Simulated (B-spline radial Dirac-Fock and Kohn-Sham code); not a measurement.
Pb⁷⁶⁺: eigenvalues, ΔSCF and the reference

System: the Pb⁷⁶⁺ ion, configuration [He] 2s2 2p2.

The density-functional columns are spherical, spin-unpolarised Dirac-Kohn-Sham results without Breit or QED terms: −ε is minus the orbital energy of the initial state and ΔSCF the difference of two total energies. The reference in the last column comes from ΔSCF Dirac-Fock with Breit, self-energy and vacuum polarisation, finite nucleus, configuration average. All numbers are from a B-spline atomic structure program, in eV; a selection of levels is shown. The Kohn-Sham columns are given as differences from the reference. For the 1s level of heavy atoms much of the gap between ΔSCF and the reference is the Breit and QED part, -440.8 eV here; for other levels the error of the functional can be larger.

```
    level  LDA −ε − DF  LDA ΔSCF − DF  Dirac-Fock
   K (1s)       -261.9         +458.7     97260.8
  L1 (2s)       -118.7          +59.3     23822.1
L2,3 (2p)       -170.8          +28.5     21955.2
```

Values without a named source are computed, but for edge energies of neutral atoms, which are taken from tables.
